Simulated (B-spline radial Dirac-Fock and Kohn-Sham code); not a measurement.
Sn⁺ in Watson spheres of different radius

Level of theory: multi-electron Dirac-Fock with separately optimised hole states, Breit and Lamb-shift corrections added in first order; a B-spline atomic structure program. The ion, [Kr] 4d10 5s2 5p1, sits in a hollow sphere of charge Q = -1, a simple model of the Madelung potential. Inside the sphere an electron's potential energy is raised by the constant 14.40·|Q|/R eV, so binding energies fall by about that much as long as the orbitals stay inside.

```
radius (Å)  14.40 |Q|/R (eV)  1s (eV)  2s (eV)  2p1/2 (eV)  2p3/2 (eV)  3s (eV)  3p1/2 (eV)  3p3/2 (eV)  3d3/2 (eV)  3d5/2 (eV)  4s (eV)  4p1/2 (eV)  4p3/2 (eV)  4d3/2 (eV)  4d5/2 (eV)  5s (eV)  5p (eV)
         2              7.20  29209.5   4481.8      4167.5      3939.9    897.7       769.9       727.3       503.6       495.2    156.3       112.1       104.5       34.09       33.06    13.46     6.77
       2.4              6.00  29210.5   4482.8      4168.5      3940.9    898.7       770.9       728.3       504.6       496.2    157.3       113.1       105.5       35.10       34.08    14.50     7.73
```

From the smallest to the largest radius 1s moves by +1.0 eV, while the constant potential alone would give +1.2 eV; the difference comes from charge outside the sphere and its screening.

Values without a named source are computed, but for edge energies of neutral atoms, which are taken from tables.
